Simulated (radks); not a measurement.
Problem. All-electron atom: neutral terbium in [Xe] 4f9 6s2. Method: scalar-relativistic Kohn-Sham, PBE, spin-polarised, spherical densities, finite nucleus; open shells are filled with parallel spins first (spin-orbit coupling, left out, can overturn this in heavy ions); Fermi nuclear charge, rms radius 5.06 fm; hard spherical wall at 20 bohr; computed with a radial shooting solver on a logarithmic mesh with Libxc functionals. Some entries of the table are withheld. Estimate them.

orbital  occ.  eigenvalue (eV)  <r> (bohr)
1s up       1        -51851.38     0.02151
1s down     1        -51851.38     0.02151
2s up       1        -8595.209     0.09150
2s down     1        -8595.173     0.09150
2p up       3        -7638.214     0.08089
2p down     3        -7638.188     0.08088
3s up       1        -1906.855      0.2394
3s down     1        -1905.003      0.2393
3p up       3        -1611.644      0.2382
3p down     3        -1609.800      0.2380
3d up       5        -1226.650      0.2166
3d down     5        -1225.239      0.2164
4s up       1        -379.1662      0.5415
4s down     1        -374.9335      0.5415
4p up       3        -281.9683      0.5737
4p down     3        -277.7704      0.5738
4d up       5        -148.5227      0.6236
4d down     5        -144.3680      0.6244
5s up       1         -48.4075       1.320
5s down     1         -46.2209       1.337
5p up       3         -25.5215       1.562
5p down     3         -23.9422       1.591
4f up       7          -4.4672      0.8872
6s up       1              (1)       4.123
6s down     1              (2)       4.215
5d up       0          -1.4773       3.312
6p up       0          -1.1976       5.888
6p down     0          -1.1548       6.026
5d down     0          -1.1257       3.659
4f down     2          -0.8960      0.9728
7s down     0           0.0115       10.60
7s up       0           0.0165       10.51

Solution. 
(1) 6s up eigenvalue (eV): -3.7814
(2) 6s down eigenvalue (eV): -3.6301
